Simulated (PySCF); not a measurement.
SCF from a fresh guess for doublet BrI₂, at the B3LYP minimum. PySCF input:

```python
from pyscf import gto, scf, dft
mol = gto.M(atom='''
Br     0.569900    -0.000000    -0.000000
I     -0.177200    -2.615240     0.000000
I     -0.177200     2.615240    -0.000000''',
    basis={'Br': 'def2-SVP', 'I': 'def2-SVP'},
    ecp={'I': 'def2-SVP'},
    charge=0, spin=1)
mf = dft.UKS(mol, xc='B3LYP')
mf.grids.atom_grid = (50, 194)
aux = {'Br': 'def2-universal-JKFIT', 'I': 'def2-universal-JKFIT'}
mf = mf.density_fit(auxbasis=aux)
mf.conv_tol = 1e-08
mf.diis_space = 10
mf.max_cycle = 60
mf.init_guess = 'huckel'
mf.verbose = 4
mf.kernel()
```

Excerpt of the output (cycles alone):

```
init E= -3169.36213456902
cycle= 1 E= -3169.38873524436  delta_E= -0.0266  |g|= 0.266  |ddm|= 0.939
cycle= 2 E= -3169.2474553651  delta_E= 0.141  |g|= 0.516  |ddm|= 1.14
cycle= 3 E= -3169.44450956941  delta_E= -0.197  |g|= 0.0513  |ddm|= 0.759
cycle= 4 E= -3169.44592977017  delta_E= -0.00142  |g|= 0.0118  |ddm|= 0.0982
cycle= 5 E= -3169.44616321021  delta_E= -0.000233  |g|= 0.00332  |ddm|= 0.0464
cycle= 6 E= -3169.44623093846  delta_E= -6.77e-05  |g|= 0.00195  |ddm|= 0.0297
cycle= 7 E= -3169.44625708574  delta_E= -2.61e-05  |g|= 0.000682  |ddm|= 0.0239
cycle= 8 E= -3169.44626033925  delta_E= -3.25e-06  |g|= 0.000212  |ddm|= 0.00978
cycle= 9 E= -3169.44626052698  delta_E= -1.88e-07  |g|= 0.000117  |ddm|= 0.00177
cycle= 10 E= -3169.44626055287  delta_E= -2.59e-08  |g|= 5.68e-05  |ddm|= 0.000613
cycle= 11 E= -3169.44626055698  delta_E= -4.11e-09  |g|= 9.99e-06  |ddm|= 0.000205
Extra cycle  E= -3169.44626055717  delta_E= -1.94e-10  |g|= 7.56e-06  |ddm|= 4.4e-05
converged SCF energy = -3169.44626055717  <S^2> = 0.77272989  2S+1 = 2.0226022
```

No lower solution of this spin was found by a stability analysis within the unrestricted form.

Spin–orbit coupling, left out here, can matter for elements this heavy.

The search for the lowest solution, with the stability check, took 10 s on 2 threads of a shared Intel Xeon Platinum 8259CL @ 2.50GHz (Skylake/Cascade Lake) host, with 84 basis functions; the process peaked at 0.31 GiB. Launch command: `OMP_NUM_THREADS=2 python axn.py task.json out`.
